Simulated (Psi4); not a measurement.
CdI₂ (SMILES [I][Cd][I]), singlet, geometry from GFN2-xTB (such geometries of metal compounds can be far from the true shape) (core potentials on Cd, I); SVWN/def2-TZVPP in Psi4.

Psi4 was given this input:
```
memory 2 GB

molecule mol {
0 1
Cd   -0.452711    0.220262    0.313136
I     0.020976    1.798468   -1.743063
I     0.389026   -1.997951    1.459468
}

set {
  basis def2-tzvpp
  reference rks
}

energy('svwn')
print_variables()
```

Task: Write the output that Psi4 gives for this input, abridged.

Result: 
```
   => Loading Basis Set <=

    Name: DEF2-TZVPP
    Role: ORBITAL
    Keyword: BASIS

    !!!  WARNING: ECP capability is in beta. Please check occupations closely.  !!!

         ---------------------------------------------------------
                                   SCF
               by Justin Turney, Rob Parrish, Andy Simmonett
                          and Daniel G. A. Smith
                              RKS Reference
         ---------------------------------------------------------

  ==> Geometry <==

    Molecular point group: cs
    Full point group: Cs

    Geometry (in Angstrom), charge = 0, multiplicity = 1:

       Center              X                  Y                   Z               Mass
    ------------   -----------------  -----------------  -----------------  -----------------
         CD          -0.534452410655     0.260475378515     0.000000000000   113.903365090000
         I            1.330825101736     2.121606132055     0.000000000000   126.904471900000
         I           -0.851126261005    -2.355396334178     0.000000000000   126.904471900000

  Running in cs symmetry.

  Rotational constants: A =      0.28899  B =      0.01071  C =      0.01033 [cm^-1]
  Rotational constants: A =   8663.75565  B =    321.10010  C =    309.62465 [MHz]
  Nuclear repulsion =  267.235906837127175

  Charge       = 0
  Multiplicity = 1
  Electrons    = 70
  Nalpha       = 35
  Nbeta        = 35

  ==> Algorithm <==

  SCF Algorithm Type is DF.
  DIIS enabled.
  MOM disabled.
  Fractional occupation disabled.
  Guess Type is SAD.
  Energy threshold   = 1.00e-06
  Density threshold  = 1.00e-06
  Integral threshold = 1.00e-12

  ==> Primary Basis <==

  Basis Set: DEF2-TZVPP
    Blend: DEF2-TZVPP
    Number of shells: 48
    Number of basis functions: 156
    Number of Cartesian functions: 189
    Spherical Harmonics?: true
    Max angular momentum: 4

  Core potential: DEF2-TZVPP
    Number of shells: 12
    Number of ECP primitives: 72
    Number of ECP core electrons: 84
    Max angular momentum: 3

  ==> DFT Potential <==

   => LibXC <=

    Version 7.1.2
    S. Lehtola, C. Steigemann, M. J. T. Oliveira, and M. A. L. Marques,  SoftwareX 7, 1–5 (2018) (10.1016/j.softx.2017.11.002)

   => Composite Functional: SVWN <=

    Slater exchange
    Vosko, Wilk & Nusair (VWN5_RPA)
    P. A. M. Dirac,  Math. Proc. Cambridge Philos. Soc. 26, 376 (1930) (10.1017/S0305004100016108)
    F. Bloch,  Z. Phys. 57, 545 (1929) (10.1007/BF01340281)
    S. H. Vosko, L. Wilk, and M. Nusair,  Can. J. Phys. 58, 1200 (1980) (10.1139/p80-159)

    Deriv               =              1
    GGA                 =          FALSE
    Meta                =          FALSE

    Exchange Hybrid     =          FALSE
    MP2 Hybrid          =          FALSE

   => Exchange Functionals <=

    1.0000         XC_LDA_X

   => Correlation Functionals <=

    1.0000   XC_LDA_C_VWN_RPA

   => LibXC Density Thresholds  <==

    XC_LDA_C_VWN_RPA:  1.00E-15
    XC_LDA_X:  1.00E-15

   => Molecular Quadrature <=

    Radial Scheme          =       TREUTLER
    Pruning Scheme         =           NONE
    Nuclear Scheme         =       TREUTLER

    Blocking Scheme        =         OCTREE
    BS radius alpha        =              1
    Pruning alpha          =              1
    Radial Points          =             75
    Spherical Points       =            302
    Total Points           =          62587
    Total Blocks           =            562
    Max Points             =            256
    Max Functions          =            139
    Weights Tolerance      =       1.00E-15

   => Loading Basis Set <=

    Name: (DEF2-TZVPP AUX)
    Role: JKFIT
    Keyword: DF_BASIS_SCF

  ==> Integral Setup <==

  SCF_SUBTYPE=INCORE selected. In-core MEM_DF algorithm will be used.
  Using in-core AOs.

  ==> MemDFJK: Density-Fitted J/K Matrices <==

    J tasked:                   Yes
    K tasked:                    No
    wK tasked:                   No
    Algorithm:                 Core
    Schwarz Cutoff:           1E-12
    Mask sparsity (%):       9.2373
    Fitting Condition:        1E-10

   => Auxiliary Basis Set <=

  Basis Set: (DEF2-TZVPP AUX)
    Blend: DEF2-UNIVERSAL-JKFIT
    Number of shells: 141
    Number of basis functions: 691
    Number of Cartesian functions: 1002
    Spherical Harmonics?: true
    Max angular momentum: 6

  Minimum eigenvalue in the overlap matrix is 4.9531382819E-03.
  Reciprocal condition number of the overlap matrix is 1.2010937004E-03.
    Using symmetric orthogonalization.

  ==> Pre-Iterations <==

  SCF Guess: Superposition of Atomic Densities via on-the-fly atomic UHF (no occupation information).

   -------------------------
    Irrep   Nso     Nmo
   -------------------------
     A'       102     102
     A"        54      54
   -------------------------
    Total     156     156
   -------------------------

  ==> Iterations <==

                           Total Energy        Delta E     RMS |[F,P]|

   @DF-RKS iter SAD:  -758.61614120605975   -7.58616e+02   0.00000e+00
   @DF-RKS iter   1:  -762.71075483526636   -4.09461e+00   1.16900e-02 DIIS/ADIIS
   @DF-RKS iter   2:  -760.35730687213095    2.35345e+00   1.99689e-02 DIIS/ADIIS
   @DF-RKS iter   3:  -763.39985726696659   -3.04255e+00   5.29357e-03 DIIS/ADIIS
   @DF-RKS iter   4:  -763.54453081777035   -1.44674e-01   2.72560e-03 DIIS/ADIIS
   @DF-RKS iter   5:  -763.57403725756751   -2.95064e-02   8.01680e-04 DIIS/ADIIS
   @DF-RKS iter   6:  -763.57963451261514   -5.59726e-03   1.80400e-04 DIIS/ADIIS
   @DF-RKS iter   7:  -763.57989788077839   -2.63368e-04   6.89788e-05 DIIS
   @DF-RKS iter   8:  -763.57991825693512   -2.03762e-05   1.94669e-05 DIIS
   @DF-RKS iter   9:  -763.57991945643607   -1.19950e-06   5.73025e-06 DIIS
   @DF-RKS iter  10:  -763.57991964656424   -1.90128e-07   3.34366e-06 DIIS
   @DF-RKS iter  11:  -763.57991975260643   -1.06042e-07   1.63911e-07 DIIS
  Energy and wave function converged.

  ==> Post-Iterations <==

   Electrons on quadrature grid:
      Ntotal   =   69.9999909115 ; deviation = -9.088e-06

    Orbital Energies [Eh]
    ---------------------

    Doubly Occupied:

[...]
    Virtual:

[...]
     102Ap   117.955201

    Final Occupation by Irrep:
             Ap   App
    DOCC [    24,   11 ]
    NA   [    24,   11 ]
    NB   [    24,   11 ]

  @DF-RKS Final Energy:  -763.57991975260643

   => Energetics <=

    Nuclear Repulsion Energy =            267.2359068371271746
    One-Electron Energy =               -1865.6968490007272976
    Two-Electron Energy =                 894.9838937771496603
    DFT Exchange-Correlation Energy =     -60.1028713661559664
    Empirical Dispersion Energy =           0.0000000000000000
    VV10 Nonlocal Energy =                  0.0000000000000000
    Total Energy =                       -763.5799197526064290

Computation Completed

Properties will be evaluated at   0.000000,   0.000000,   0.000000 [a0]

Properties computed using the SCF density matrix

 Multipole Moments:

 ------------------------------------------------------------------------------------
     Multipole            Electronic (a.u.)      Nuclear  (a.u.)        Total (a.u.)
 ------------------------------------------------------------------------------------

 L = 1.  Multiply by 2.5417464519 to convert [e a0] to [Debye]
 Dipole X            :         -3.0202437            2.4631121           -0.5571316
 Dipole Y            :          1.4719700           -1.2004438            0.2715263
 Dipole Z            :          0.0000000            0.0000000            0.0000000
 Magnitude           :                                                    0.6197759

 ------------------------------------------------------------------------------------

  Variable Map:
  ----------------------------------------------------------------------------
[...]
  Array Variable Map:
  ----------------------------------------------------------------------------
[...]
[...]
```
